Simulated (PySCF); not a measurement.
C3H3N2, SMILES [nH]1[c]cnc1, multiplicity 2. Coordinates come from a B3LYP-D3(BJ)/def2-SVP optimisation. The isomer is the one that the SMILES or the coordinates give; other isomers of the formula were not compared.

Level of theory: PySCF with B3LYP-D3(BJ)/def2-SVP.

Harmonic wavenumbers (cm⁻¹): 492, 585, 683, 798, 829, 860, 934, 1075, 1113, 1180, 1247, 1335, 1418, 1450, 1537, 3238, 3269, 3646. Rotational constants (GHz): 10.85, 9.335, 5.018; symmetry number 1.

**Question.** Work out the zero-point energy and the ideal-gas rigid-rotor harmonic-oscillator thermochemistry at 298.15 K and 1 atm.

**Answer.** ZPE = ½ Σ hcν = ½ × 25690 cm⁻¹ = 36.73 kcal/mol. H − E(el) = 39.65 kcal/mol. Entropy in cal/(mol K): translation 38.53, rotation 23.96, vibration 2.43, spin 1.38, total 66.30. G − E(el) = 19.89 kcal/mol. Cp = 14.77 cal/(mol K).
